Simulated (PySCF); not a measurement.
# Radial density of Pb³⁺ (lead, charge +3)

r2SCANh, [Xe] 4f14 5d10 6s1, 2S determinant. Calculation: PySCF 2.14, in aug-cc-pVQZ-DK3; the spin-free X2C one-electron Hamiltonian (Gaussian nucleus).

```
r (bohr)  4πr²ρ (e/bohr)  4πr²(ρα − ρβ)
  0.0128           113.5         0.0035
  0.0215           100.6        -0.0004
  0.0362           137.8         0.0141
  0.0609           145.5         0.0005
   0.102           126.4         0.0056
   0.172           126.5         0.0076
   0.290           87.80         0.0450
   0.487           66.24         0.0201
   0.820           25.86         0.0154
    1.38           11.30         0.3234
    2.32           1.511         0.5699
    3.90         0.03901         0.0313
    6.56       2.896e-05         0.0000
```

Densities and radii are taken from the X2C orbitals without a picture-change correction, which distorts them close to the nucleus.

Spin-orbit coupling, which splits the p, d and f shells strongly at this Z, is absent.
